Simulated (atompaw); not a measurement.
# carbon (C): PAW (atompaw) pseudisation with PBE, scalar-relativistic reference atom.

The input file (atompaw 4.2.0.5):

```
C 6
GGA-PBE scalarrelativistic loggrid 1500 logderivrange -3 5 201
2 2 0 0 0 0
2 1 2
0 0 0
c
v
v
2
3.00 2.90 2.85 2.75
y
-0.55
n
y
2.6
n
y
0.45
y
2.1
n
custom polynom2 7 10 vanderbiltortho sinc
3 -0.5 troulliermartins
3.00
3.00
3.00
3.00
3.00
3.00
PWSCFOUT
UPFDX 0.0125d0 UPFXMIN -7.d0 UPFZMESH 6.d0
END
```

Command:

```bash
atompaw < C.input > C.log
```

The program printed (summary file):

```
Completed calculations for C (AE)

 Exchange-correlation type: GGA, Perdew-Burke-Ernzerhof

 Radial integration grid is logarithmic
 r0 =   1.2320561E-03 h =   7.3923368E-03   n =      1500 rmax =   8.0000000E+01

 Scalar relativistic calculation

 AEatom converged in  29 iterations
   nz     =   6.00
   delta  =       9.256995764315E-17

 All Electron Orbital energies:
  n  l      occupancy      energy
  1  0      2.0000000E+00 -2.0093082E+01
  2  0      2.0000000E+00 -1.0106695E+00
  2  1      2.0000000E+00 -3.8847583E-01

 Total energy
   Total                    :      -75.52962648694728

 ---
 Completed calculations for C (SC)

 Exchange-correlation type: GGA, Perdew-Burke-Ernzerhof

 Radial integration grid is logarithmic
 r0 =   1.2320561E-03 h =   7.3923368E-03   n =      1500 rmax =   8.0000000E+01

 Scalar relativistic calculation

 SCatom converged in   1 iterations
   nz     =   6.00
   delta  =       2.165537914035E-17

 Valence Electron Orbital energies:
  n  l      occupancy      energy
   2  0      2.0000000E+00 -1.0106695E+00
   2  1      2.0000000E+00 -3.8847583E-01

 Total energy
   Total                    :      -75.52962648798844
   Valence                  :      -17.76542050414089

 PAW parameters:
       lmax =            2
         rc =    3.0024668247244426
        irc =         1056
   rc_shape =    2.9149496982034768
    rc_vloc =    2.8509893510157247
    rc_core =    2.7678857405486208
   Vloc: Norm-conserving Troullier-Martins with l= 3;e=  -5.0000E-01
   Projector type: improved polynomial pseudization + Vanderbilt ortho.
   Sinc^2 compensation charge shape zeroed at   2.9149E+00

 Number of basis functions     6
 No.   n  nodes  l      Energy         Cp coeff         Occ
  1    2    1    0   -0.1010670E+01  0.3353061E+00  0.2000000E+01
  2  999    2    0   -0.5500000E+00 -0.3274330E+01  0.0000000E+00
  3    2    0    1   -0.3884758E+00 -0.6267694E+02  0.2000000E+01
  4  999    1    1    0.2600000E+01  0.1239605E+01  0.0000000E+00
  5  999    0    2    0.4500000E+00 -0.1013401E+02  0.0000000E+00
  6  999    1    2    0.2100000E+01 -0.6006547E-01  0.0000000E+00

 Eigenvalues of overlap operator (in the basis of projectors):
    1        8.45055559E-02
    2        1.64788023E-01
    3        3.46571351E+00
    4        1.91397379E+02
    5        2.17770735E+02
    6        3.34440370E+06

 Orbital leakage outside PAW augmentation regions
   orb  is_core?  %out_of_sphere
   1 0    T           0.00
   2 0    F           4.30
   2 1    F          11.57

 Summary of PAW energies
   Total valence energy     :    -17.76543146046004
   Smooth energy            :      0.34140753464516
   One center               :    -18.10683899510520
   Smooth kinetic           :      0.88674014841263
   Vloc energy              :     -0.25143132055369
   Smooth exch-corr         :     -0.49639252913826
   One-center xc            :     -9.65929918869926
```

The run took about 1.6 s on one core of a shared server CPU.
